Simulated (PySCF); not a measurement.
## Relaxation of singlet LaSBr

These are results of PySCF, PBE0, basis La def2-TZVP with ECP46, S def2-TZVP, Br def2-TZVP (scalar-relativistic core potentials, no spin–orbit coupling, density fitting), not measurements. A (50,194) grid was used.

A hand-made bent start, of Cs symmetry, held to at least that symmetry:

```xyz
3
charge 0 multiplicity 1, angstrom
La   -0.5166    0.0000   -0.7038
S    -2.4252    0.0000    0.6326
Br    1.8917    0.0000    0.9825
```

(1) What does it relax to?

(2) How much energy is released, and in how many steps?

## Answers

(1) It ends at Cs with La–Br 2.783 Å, La–S 2.414 Å; Br–La–S 112.2° (after a last refinement on a finer grid). A frequency run shows a minimum. Other isomers or separated fragments may lie lower.

(2) 14.8 kJ/mol in 5 steps.

The relaxation took roughly 50 core-seconds on a shared host.
